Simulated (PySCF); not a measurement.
Radial density of Se⁺ (selenium, charge +1)

M06-2X, [Ar] 3d10 4s2 4p2 5s1, high-spin 4P determinant (an excited configuration). All numbers are calculated (PySCF 2.14, a scalar-relativistic core potential, in aug-cc-pVTZ-PP with ECP10MDF (6s5p4d2f, 55 functions)). This is the valence pseudo-density: the core potential removes the inner electrons and smooths the orbitals near the nucleus.

```csv
r (bohr),4πr²ρ (e/bohr),4πr²(ρα − ρβ)
0.000597,2.886e-05,0.0000
0.00100,8.145e-05,0.0000
0.00169,0.0002288,0.0000
0.00284,0.0006344,0.0000
0.00478,0.001700,0.0000
0.00803,0.004212,0.0001
0.0135,0.009177,0.0001
0.0227,0.01781,0.0003
0.0382,0.03179,0.0004
0.0643,0.1050,0.0005
0.108,0.7789,0.0002
0.182,4.969,0.0086
0.306,19.92,0.1366
0.515,32.14,0.1746
0.866,11.94,0.1135
1.46,3.513,1.2111
2.45,1.293,0.7683
4.12,0.3704,0.3525
6.93,0.06284,0.0628
11.7,0.0001940,0.0002
```

Energies and moments cover only the electrons outside the core potential. The outer electron is Rydberg-like, and this basis confines it to a smaller radius and binds it less than a complete one would.
